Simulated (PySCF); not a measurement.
Compound: C2H7BrSi2.
Numbering: `[SiH3:1]/[CH:2]=[CH:3]/[SiH2:4][Br:5]` (hydrogens: H6, H7, H8 on Si1; H9 on C2; H10 on C3; H11, H12 on Si4)

Computed by this run: PBE0-D3(BJ)/def2-SVP geometry optimisation, gas phase in PySCF 2.14.0; density fitting, grid level 1; the optimiser is geomeTRIC in internal coordinates, started from a GFN2-xTB structure with every atom displaced at random (about 0.01 Å).

Step 0: E = -87957.7719 eV
```
atom  x, y, z in Å  |  force x, y, z in eV/Å
Si1    -1.4665   -0.3033   -0.2222    0.479   0.868  -0.126
C2      0.3720   -0.4003   -0.4953   -0.970  -0.046   0.159
C3      1.2836   -0.0097    0.3730    1.968   0.461   1.014
Si4     3.1938   -0.1041    0.1396   -1.794  -0.534  -0.780
Br5     3.5445   -1.2311   -1.7493    0.076  -0.090  -0.131
H6     -1.7546   -0.2193    1.2094   -0.147  -0.027   0.588
H7     -1.9560    0.9480   -0.8673   -0.175   0.047  -0.097
H8     -2.0965   -1.4475   -0.8352   -0.539  -0.786  -0.373
H9      0.7067   -0.8029   -1.4219    0.433  -0.506  -1.213
H10     0.9757    0.4011    1.3418   -0.126   0.060   0.160
H11     3.8084   -0.8817    1.1946    0.391  -0.261   0.709
H12     3.7865    1.1993   -0.0551    0.405   0.813   0.090
```

Step 1: E = -87957.9400 eV
```
atom  x, y, z in Å  |  force x, y, z in eV/Å
Si1    -1.4650   -0.2676   -0.2296   -0.171  -0.154   0.029
C2      0.3833   -0.3672   -0.5009    0.234   0.073  -0.223
C3      1.3180    0.0091    0.3905    0.083  -0.331  -0.192
Si4     3.1679   -0.1549    0.1021   -0.094   0.261   0.233
Br5     3.5788   -1.2679   -1.7813   -0.066   0.009   0.000
H6     -1.7476   -0.1939    1.2382    0.004   0.045  -0.047
H7     -2.0695    0.9146   -0.9158    0.049   0.056   0.002
H8     -2.1207   -1.4854   -0.8084    0.046   0.041   0.065
H9      0.7343   -0.7549   -1.4768   -0.080   0.035   0.204
H10     1.0004    0.3944    1.3699    0.026   0.038   0.042
H11     3.8349   -0.8807    1.2255   -0.070  -0.013  -0.058
H12     3.7828    1.2030   -0.0015    0.041  -0.060  -0.055
```

Step 2: E = -87957.9534 eV
```
atom  x, y, z in Å  |  force x, y, z in eV/Å
Si1    -1.4597   -0.2621   -0.2225   -0.069  -0.085  -0.047
C2      0.3830   -0.4051   -0.5348    0.045   0.016  -0.010
C3      1.3157   -0.0356    0.3589   -0.030  -0.103   0.029
Si4     3.1642   -0.1347    0.1172    0.013   0.058   0.030
Br5     3.6075   -1.2052   -1.7823   -0.011  -0.036  -0.059
H6     -1.7061   -0.1338    1.2456    0.013   0.031  -0.004
H7     -2.0352    0.9265   -0.9252    0.026   0.013  -0.002
H8     -2.1563   -1.4761   -0.7486   -0.005   0.002   0.029
H9      0.7158   -0.8122   -1.5026    0.021   0.061   0.026
H10     0.9839    0.3413    1.3384    0.013   0.067   0.012
H11     3.8145   -0.8814    1.2316   -0.015  -0.006   0.005
H12     3.7703    1.2268    0.0363   -0.002  -0.018  -0.008
```

Problem. Estimate the geometry and energy of step 3. (The exact step hangs on the optimiser's Hessian estimate; all steps are aligned on step 2, rigid shifts and turns removed.)

Solution. E = -87957.9533 eV, largest force 0.140 eV/Å
```
atom  x, y, z in Å  |  force x, y, z in eV/Å
Si1    -1.4582   -0.2736   -0.2376    0.033   0.018   0.005
C2      0.3962   -0.3955   -0.5008   -0.122  -0.002   0.069
C3      1.3191   -0.0293    0.4029   -0.060   0.007   0.042
Si4     3.1557   -0.1314    0.1155    0.087  -0.008   0.011
Br5     3.5179   -1.1929   -1.8097    0.059  -0.023  -0.020
H6     -1.7388   -0.1214    1.2209   -0.008   0.017   0.017
H7     -2.0125    0.9096   -0.9670    0.003  -0.013  -0.012
H8     -2.1348   -1.4977   -0.7611   -0.006  -0.016   0.007
H9      0.7518   -0.7942   -1.4604    0.010   0.016  -0.078
H10     0.9991    0.3543    1.3852   -0.026   0.010  -0.054
H11     3.8236   -0.8996    1.2029    0.029  -0.008   0.014
H12     3.7785    1.2202    0.0211    0.003   0.002   0.001
```

The energy changes by +0.0001 eV. The first-order estimate −F·Δx gives -0.0094 eV and the mean of the old and new forces, exact on a quadratic surface, -0.0006 eV. The step makes an angle of 75° with the force vector and moves no atom by more than 0.095 Å.

The cost below is that of the whole optimisation. Time: 92 s; peak memory 0.55 GiB. Hardware: Arm Neoverse V2, one thread, no GPU, shared host.
